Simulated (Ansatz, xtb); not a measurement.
## Two isomers of C2H7ClOSi2

Structure X: `Cl[C@H]1C[SiH2]O[SiH2]1`, a singlet. Structure Y: `C=C[SiH2]O[SiH2]Cl`, a singlet. Both are isolated molecules in the gas phase, relaxed with B3LYP/def2-SVP, each in the lowest conformer that the search found.

Task: Estimate which is lower in electronic energy at CCSD(T)/def2-SVP + ΔMP2/def2-TZVPP, and by roughly how much.

Result: The CCSD(T)/def2-SVP + ΔMP2/def2-TZVPP calculation puts structure Y lower, by 0.797 eV.

Level by level:

```tsv
level	geometry	E(Y) − E(X) (eV)	departure from the last row (eV)	job, with rough time for the two
GFN2-xTB	GFN2-xTB	−0.599	+0.198	optimisation, 0.36 s
HF/STO-3G	GFN2-xTB	+0.568	+1.364	single point, 0.36 s
r2SCAN-D4/def2-SVP	GFN2-xTB	−0.655	+0.141	single point, 3.7 s
B3LYP/def2-SVP	B3LYP/def2-SVP	−0.897	−0.101	optimisation, 87 s
HF/def2-SVP	B3LYP/def2-SVP	−1.204	−0.407	part of the CCSD(T) run
MP2/def2-SVP	B3LYP/def2-SVP	−0.733	+0.064	part of the CCSD(T) run
CCSD(T)/def2-SVP	B3LYP/def2-SVP	−0.806	−0.009	single point
CCSD(T)/def2-SVP + ΔMP2/def2-TZVPP	B3LYP/def2-SVP	−0.797		single point, 39 s
```

As drawn, Y has 1 C=C, 1 Cl–Si in place of 1 C–Cl, 1 C–C, 1 C–Si. Structure X has a 5-membered ring, Y no ring.

HF/STO-3G puts the two in the other order. The largest departure from CCSD(T)/def2-SVP + ΔMP2/def2-TZVPP is that of HF/STO-3G, 1.364 eV. A small imaginary or near-zero mode remains, so no thermal terms are given. The last row adds to CCSD(T) the change of the MP2 difference between the two basis sets, here +0.009 eV.

The correlated steps freeze 18 core orbitals. Programs: Ansatz 0.2.0, xtb 6.7.1; the last row on 4 threads of Arm Neoverse V1 on a shared host.
